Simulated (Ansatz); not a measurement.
Geometry optimisation, RKS BHLYP-D4/def2-SVP (Ansatz 0.2.0).

Input file:

```yaml
crystal:
  periodic: [false, false, false]
  atoms:
    - { symbol: O, position_ang: [0.2595, -1.8545, 0.3592] }
    - { symbol: Si, position_ang: [0.7445, -0.7648, -0.9042] }
    - { symbol: F, position_ang: [2.3482, -0.4011, -0.6906] }
    - { symbol: "N", position_ang: [-0.141, 0.7614, -0.8972] }
    - { symbol: B, position_ang: [0.44342, 1.69176, -1.91534] }
    - { symbol: S, position_ang: [1.38242, 3.28221, -1.47715] }
    - { symbol: H, position_ang: [-0.7149, -1.979, 0.1425] }
    - { symbol: H, position_ang: [0.6186, -1.415, -2.208] }
    - { symbol: H, position_ang: [0.12478, 1.25902, 0.05529] }
    - { symbol: H, position_ang: [0.31993, 1.43751, -3.07927] }
    - { symbol: H, position_ang: [2.63457, 2.59624, -1.42685] }
basis:
  gaussian: { orbitals: def2-SVP }
hamiltonian:
  xc: { name: BHLYP }
  dispersion: d4
relax:
  f_tol: 0.015
  max_steps: 40
```

Command:

```bash
$ ansatz run input.yaml --threads 2 --pin off --max-ram 3072MiB --backend cpu --events-out ev --progress --plain --runs-dir out
```

Q: Where does it end, and by what steps?

A: The forces met the threshold. The force dipped under the threshold on the way, but the program's further checks kept it going. After 20 steps the energy has fallen by 1.735 eV; H11 moved furthest, 1.87 Å.

```tsv
step	energy less start (eV)	largest force component (eV/Å)	accepted
0	0.0000	3.201	yes
1	-0.7290	1.726	yes
2	-1.0381	0.786	yes
3	-1.1608	0.504	yes
4	-1.2509	0.610	yes
5	-1.3358	0.852	yes
6	-1.4342	0.932	yes
7	-1.5705	0.630	yes
8	-1.6597	0.397	yes
9	-1.7139	0.288	yes
10	-1.7154	0.471	yes
11	-1.7279	0.223	yes
12	-1.7323	0.095	yes
13	-1.7333	0.022	yes
14	-1.7339	0.145	yes
15	-1.7346	0.073	yes
16	-1.7348	0.046	yes
17	-1.7346	0.066	no
18	-1.7350	0.014	yes
19	-1.7350	0.046	no
20	-1.7351	0.006	yes
```

```xyz
11
Properties=species:S:1:pos:R:3
O -0.014 -1.600 0.259
Si 0.825 -0.996 -1.008
F 2.286 -1.631 -0.827
N 0.919 0.725 -0.921
B 0.776 1.614 -2.002
S 0.944 3.408 -1.904
H -0.926 -1.359 0.392
H 0.306 -1.377 -2.322
H 1.150 1.114 -0.018
H 0.511 1.194 -3.091
H 1.242 3.522 -0.599
```

Time of the run: 89 s on 2 threads of Arm Neoverse V1, on a shared host, peak memory 0.28 GiB.
